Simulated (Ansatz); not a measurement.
Species: sum formula FeOFH, net charge 0, quintet state. The spin state was set by rule; other spins were not relaxed. SMILES: [OH][Fe][F]
Geometry from a B3LYP-D3(BJ)/def2-TZVP (Ansatz, a quantum-chemistry and plane-wave program) optimisation:
```xyz
4

Fe     0.0098     0.0069    -0.0118
F      1.1358     0.9823    -0.9668
O     -1.1322    -1.0074     0.8995
H     -1.4195    -0.9617     1.8124
```
Charge 0, spin multiplicity 5.

Quantity: vertical ionisation energy (to the sextet state of charge +1; each state is the SCF solution reached for its spin; for the sextet T1 is 0.050), in eV. Correlated levels leave the core frozen unless marked. UHF or UKS for open shells. No spin-orbit coupling. The frozen core is the preceding noble-gas configuration, with the filled d and f shells of earlier blocks. No relativistic terms. Basis-set limits of correlation are two-point, X^-3; Hartree-Fock from the larger set. The bracket is a focal-point correction in the basis named.

| level | program | vertical ionisation energy (eV) |
|---|---|---|
| r2SCAN/def2-TZVPD | Ansatz | 9.75 |
| B3LYP/def2-TZVPD | Ansatz | (withheld) |
| wB97M-V/def2-TZVPD | Ansatz | (withheld) |
| CCSD/def2-SVPD | Ansatz | 9.97 |
| CCSD/def2-TZVPPD | Ansatz | 10.13 |
| RI-MP2/CBS(def2-TZVPPD,def2-QZVPPD)+[CCSD(T)-MP2]/def2-TZVPPD | Ansatz | (withheld) |

Question: Some entries are withheld; supply them.

Answer: 
- B3LYP/def2-TZVPD, vertical ionisation energy (eV): 10.25
- wB97M-V/def2-TZVPD, vertical ionisation energy (eV): 10.37
- RI-MP2/CBS(def2-TZVPPD,def2-QZVPPD)+[CCSD(T)-MP2]/def2-TZVPPD, vertical ionisation energy (eV): 10.11
